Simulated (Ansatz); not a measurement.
Isomers of Zn₂I₅⁻ (singlet), relaxed with r2SCAN-D4/def2-SVPD; total energies from Ansatz at r2SCAN0-D4/def2-SVP.

| isomer | description | energy (Eh) |
| --- | --- | --- |
| A | point group D3h; 8 × I–Zn 2.52 to 2.73 Å | -5047.61313 |
| B | point group not assigned; 6 × I–Zn 2.49 to 2.66 Å | -5047.59392 |

In the def2 sets I takes a core potential; there is no spin–orbit coupling.

The isomers come from a short search, and lower ones may exist.

Task: Work out the relative energies (1 Eh = 2625.5 kJ/mol) and the Boltzmann populations at 1200 K from electronic energies alone (R = 8.314 J/mol/K).

Result: ΔE: A 0.0, B 50.4 kJ/mol. RT = 9.98 kJ/mol. Factors exp(−ΔE/RT): A 1, B 0.00641; sum 1.006. Populations: A 99.4 %, B 0.6 %. Zero-point energy, vibrational entropy and symmetry numbers are left out and can shift these; an error of 4 kJ/mol changes a ratio by a factor of 1.5. Over the other density-functional and correlated levels in def2 sets, the gap between A and B ranges from 27 to 53 kJ/mol.
